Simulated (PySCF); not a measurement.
Species: (H3Sn)2NH.
Geometry (PBE0-D3(BJ)/def2-SVP, Å), atoms numbered from 1 in this order:
```
atom  x, y, z in Å
Sn1    0.0711    1.7586   -0.4836
H2    -0.8602    2.7077    0.6104
H3     1.7085    1.7123    0.0137
H4    -0.0911    2.3920   -2.0704
N5    -0.5311   -0.1845   -0.5159
Sn6    0.1704   -1.7254    0.6131
H7    -0.7329   -1.9264    2.0654
H8     0.0656   -3.1608   -0.3221
H9     1.7946   -1.3210    0.9736
H10   -1.4703   -0.3293   -0.8799
```

Computed, not measured: PBE0-D3(BJ)/def2-SVP geometry optimisation, gas phase, def2 core potentials past Kr in PySCF 2.14.0.

Task: Which atoms are bound to Sn1, and at what distances?

Result: 4 atoms: H3 1.712 Å, H4 1.716 Å, H2 1.722 Å, N5 2.035 Å. The nearest atom not counted as bound is H10, at 2.63 Å.

Task: List the angles at Sn1.

Result: 
```tsv
angle	degrees	distance of the outer atoms (Å)
H2–Sn1–N5	112.1	3.12
H3–Sn1–H4	111.6	2.84
H2–Sn1–H3	110.3	2.82
H2–Sn1–H4	109.4	2.81
H4–Sn1–N5	108.0	3.04
H3–Sn1–N5	105.2	2.98
```

Task: What is the shape at Sn1?

Result: Distorted tetrahedral: angles from 105.2° to 112.1°; τ4 = (360° − α − β)/141° = 0.97 with α and β the two widest (0 for a square, 1 for a tetrahedron).

Task: What are the other bond lengths?

Result: N5–H10 1.018 Å.

Task: Give some angles away from the centre.

Result: Sn1–N5–Sn6 127.8°.

Task: What are the rotational constants (commonest isotopes, rigid rotor)?

Result: A = 17562, B = 599.8, C = 590.9 MHz: a near-prolate asymmetric top.

Point group: Cs (every atom within 0.08 Å of its image). Charge 0, singlet. No PBE0-D3(BJ)/def2-SVP frequencies stand behind this structure, so it isn't proved a minimum.
